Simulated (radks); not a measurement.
Values are calculated unless marked as measured or tabulated.
Q: Species: the silver ion Ag2.5+. Configuration: [Kr] 4d(up 4.25, down 4.25) (fractional occupations, a model configuration). Code: a radial shooting solver on a logarithmic mesh with Libxc functionals. Model: scalar-relativistic Kohn-Sham, SCAN, spin-polarised, spherical densities, finite nucleus; meta-GGA in the generalised Kohn-Sham scheme; Fermi nuclear charge, rms radius 4.5454 fm. Some entries of the table are withheld. Estimate them.

orbital,occ.,eigenvalue (hartree),<r> (bohr),<1/r> (bohr^-1)
1s,2,-933.8078,0.03111,49.43
2s,2,-139.0228,(1),11.25
2p,6,-124.6871,0.1177,10.85
3s,2,(2),0.3676,3.957
3p,6,-21.89129,(3),(4)
3d,10,-14.43275,0.3457,3.530
4s,2,-4.71883,0.9107,1.508
4p,6,-3.33181,0.9925,(5)
4d,8.5,-1.33585,1.272,1.046

A: 
(1) 2s <r> (bohr): 0.1348
(2) 3s eigenvalue (hartree): -26.64352
(3) 3p <r> (bohr): 0.3670
(4) 3p <1/r> (bohr^-1): 3.763
(5) 4p <1/r> (bohr^-1): 1.362
